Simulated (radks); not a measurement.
The nuclear charge of neutral fluorine is varied continuously with 9 electrons held in [He] 2s2 2p5. Calculated with a radial shooting solver on a logarithmic mesh with Libxc functionals: scalar-relativistic Kohn-Sham, r2SCAN, spin-polarised, spherical densities, finite nucleus; open shells are filled with parallel spins first; meta-GGA in the generalised Kohn-Sham scheme; Fermi nuclear charge, rms radius 2.8976 fm. By the Hellmann-Feynman theorem dE/dZ = E(electron-nucleus)/Z, the electronic potential at the nucleus (averaged over a nucleus of fixed radius). The scalar-relativistic energy here is not variational (the density holds large components alone), so the two differ by a part that grows with Z.

| Z | E (hartree) | E(electron-nucleus)/Z (hartree) | HOMO | e(HOMO) (eV) | <r> HOMO (bohr) |
|---|---|---|---|---|---|
| 8.8 | -94.56192 | -25.7943 | 2p | -7.043 | 1.194 |
| 8.9 | -97.16059 | -26.1757 | 2p | -8.660 | 1.159 |
| 9 | -99.79737 | -26.5566 | 2p | -10.357 | 1.126 |
| 9.1 | -102.47224 | -26.9373 | 2p | -12.134 | 1.096 |
| 9.2 | -105.18518 | -27.3176 | 2p | -13.988 | 1.068 |
| 9.3 | -107.93614 | -27.6978 | 2p | -15.919 | 1.041 |
| 9.4 | -110.72511 | -28.0777 | 2p | -17.925 | 1.016 |
| 9.5 | -113.55208 | -28.4575 | 2p | -20.007 | 0.9931 |
| 9.6 | -116.41703 | -28.8371 | 2p | -22.163 | 0.9709 |
| 9.7 | -119.31994 | -29.2166 | 2p | -24.393 | 0.9500 |
| 9.8 | -122.26080 | -29.5959 | 2p | -26.697 | 0.9300 |
| 9.9 | -125.23960 | -29.9752 | 2p | -29.074 | 0.9110 |
| 10 | -128.25633 | -30.3544 | 2p | -31.523 | 0.8929 |

The central difference of E at Z = 9 is -26.558 hartree, to compare with the third column; the second derivative is -3.81 hartree.
